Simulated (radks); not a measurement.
Q: Ionisation ladder of lanthanum, from La I to La XXII. Each ion is in the ground configuration listed by NIST, and IE = E(next ion) - E(this ion). Method: Dirac Kohn-Sham, BLYP, spin-unpolarised, spherical densities, finite nucleus; open shells fill j = l - 1/2 first; Fermi nuclear charge, rms radius 4.855 fm; computed with a radial shooting solver on a logarithmic mesh with Libxc functionals.

| species | configuration | IE, Delta-SCF (eV) | <r> HOMO (bohr) |
|---|---|---|---|
| La I | [Xe] 5d1 6s2 | 5.976 | 2.98 |
| La II | [Xe] 5d2 | ? | 2.91 |
| La III | [Xe] 5d1 | ? | 2.60 |
| La IV | [Xe] | 49.719 | 1.78 |
| La V | [Kr] 4d10 5s2 5p5 | 62.150 | 1.73 |
| La VI | [Kr] 4d10 5s2 5p4 | 75.080 | 1.69 |
| La VII | [Kr] 4d10 5s2 5p3 | 88.457 | 1.64 |
| La VIII | [Kr] 4d10 5s2 5p2 | ? | 1.56 |
| La IX | [Kr] 4d10 5s2 5p1 | 120.53 | 1.52 |
| La X | [Kr] 4d10 5s2 | 153.84 | 1.40 |
| La XI | [Kr] 4d10 5s1 | 170.18 | 1.37 |
| La XII | [Kr] 4d10 | ? | 0.749 |
| La XIII | [Kr] 4d9 | 305.04 | 0.737 |
| La XIV | [Kr] 4d8 | 334.87 | 0.725 |
| La XV | [Kr] 4d7 | 365.42 | 0.714 |
| La XVI | [Kr] 4d6 | 396.65 | 0.703 |
| La XVII | [Kr] 4d5 | 428.57 | 0.693 |
| La XVIII | [Kr] 4d4 | 465.17 | 0.677 |
| La XIX | [Kr] 4d3 | 498.67 | 0.667 |
| La XX | [Kr] 4d2 | 532.79 | 0.658 |
| La XXI | [Kr] 4d1 | 567.54 | 0.650 |
| La XXII | [Kr] | 697.95 | 0.632 |

Estimate the withheld Delta-SCF values.

A: La II: 10.820 eV (NIST 11.185); La III: 18.998 eV (NIST 19.177); La VIII: 105.93 eV (NIST 105); La XII: 275.95 eV (NIST 275).

Beside tabulated values, note that spin-unpolarised runs miss the spin-polarisation part of the exchange energy of open shells.
